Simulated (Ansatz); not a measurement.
Stepwise reaction of `O=C=[N][Al]([F])[F]` with hydrogen, as a gas-phase model of exchange steps in deposition or etching. ΔE in kJ/mol; ΔG adds harmonic PBE0-D4 terms to CCSD(T)/CBS, at 1 bar.

Gas-phase electronic energies from Ansatz, PBE0-D4/def2-TZVP geometries. CCSD(T)/CBS adds triple-zeta CCSD(T) − MP2 to the extrapolated MP2 energy (def2 sets, frozen cores). This one scheme is used for every species. Functionals use def2-TZVPP. B3LYP here is the variant with VWN-RPA as its local correlation; programs differ in this. One conformer a species, not always the lowest.

```json
{"step": "2", "reaction": "`O=C=[N][AlH][F]` + H₂ → `O=C=[N][AlH2]` + H–F", "PBE-D4": "163.7", "B3LYP-D4": "171.3", "ωB97M-V": "169.5", "CCSD(T)/CBS": "168.9", "ΔG(500 K)": "169.1"}
```

Problem. Give the row of step 1, `O=C=[N][Al]([F])[F]` + H₂ → `O=C=[N][AlH][F]` + H–F. (Estimate.)

Solution. The calculation gave: 
```tsv
step	reaction	PBE-D4	B3LYP-D4	ωB97M-V	CCSD(T)/CBS	ΔG(500 K)
1	`O=C=[N][Al]([F])[F]` + H₂ → `O=C=[N][AlH][F]` + H–F	146.1	154.6	151.7	153.4	148.2
```

Problem. By hand: ΔE of the 2 steps together at CCSD(T)/CBS.

Solution. (153.4) + (168.9) = 322.3 kJ/mol, or 161.2 kJ/mol a step.

In ΔE each step is higher than the one before. All are uphill at CCSD(T)/CBS. ΔG lies between 148.2 and 169.1 kJ/mol a step. PBE-D4 differs from CCSD(T)/CBS by -7.3 to -5.2 kJ/mol a step. Isolated molecules leave out the surface, adducts and barriers. Largest T1 diagnostic: 0.016.
